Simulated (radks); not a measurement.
The numbers below are computed, except where a source is named.
The ruthenium ion Ru21+, 23 electrons, occupied as [Ar] 3d5.

Level of theory: non-relativistic Kohn-Sham, LB94 model potential, spin-polarised, spherical densities, point nucleus; open shells are filled with parallel spins first (spin-orbit coupling, left out, can overturn this in heavy ions); relativity is left out, which matters for an element this heavy (a radial shooting solver on a logarithmic mesh with Libxc functionals).

Energy parts (eV):
part                   energy
kinetic            114530.824
electron-nucleus  -254658.810
Hartree             28631.456
(The LB94 potential has no energy functional, so no total or exchange-correlation energy is given.)

Orbitals (lengths in bohr, moments of r in powers of bohr; r(90%) holds 90 % of the orbital's charge):
orbital  occ.  eigenvalue (eV)  r(90%)
1s up       1        -22216.67  0.0615
1s down     1        -22217.03  0.0615
2s up       1        -3804.042   0.230
2s down     1        -3803.956   0.230
2p up       3        -3584.318   0.208
2p down     3        -3585.054   0.207
3s up       1        -1209.539   0.571
3s down     1        -1195.495   0.574
3p up       3        -1125.222   0.566
3p down     3        -1110.845   0.569
3d up       5        -978.2111   0.532
3d down     0        -964.6811   0.535
4s up       0        -583.4238    1.10
4s down     0        -578.8510    1.11
4p up       0        -550.2807    1.12
4p down     0        -545.8305    1.13

The highest occupied level is 3d up at -978.21 eV. For comparison, the ionisation energy in NIST's Atomic Spectra Database is 981 eV (theoretical). In exact Kohn-Sham theory the highest level is minus the ionisation energy, but local and semilocal functionals leave it too shallow, through self-interaction and a potential that decays too fast; potentials with the right tail come closer. The spin density at the nucleus is 1.207 e/bohr^3 (1s 0.775, 2s -7.396, 3s 7.828). Summed over all electrons, <r^2> = 2.218 bohr^2, which gives a Langevin (diamagnetic) susceptibility term of -1.76 x 10^-6 cm^3/mol. The density falls to 0.001 e/bohr^3 at r = 1.14 bohr.
